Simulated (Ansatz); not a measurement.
A structure relaxed at PBE0-D4/def2-TZVP, charge 0, multiplicity 1:

Cartesian coordinates in Å:
```
Cl 0.7784 1.8050 -1.4218
C 0.2418 0.2222 -0.8725
C 0.8268 -0.2948 0.4671
Si -0.9831 0.0068 0.4824
Cl -2.2964 -1.5495 0.4156
H 0.2717 -0.4951 -1.6857
H 1.2605 -1.2893 0.4355
H 1.4461 0.4188 1.0037
H -1.5458 1.1760 1.1758
```

Q: Give its formula and SMILES.

A: C2H4Cl2Si, `Cl[C@H]1C[Si@@H]1Cl`.

Q: Summarise the bond lengths by kind.

A: 1 × C–Cl 1.759 Å; 1 × C–C 1.551 Å; 2 × C–Si 1.835 to 1.839 Å; 3 × C–H 1.085 to 1.087 Å; 1 × Cl–Si 2.038 Å; 1 × H–Si 1.471 Å.

Program: Ansatz 0.2.0.
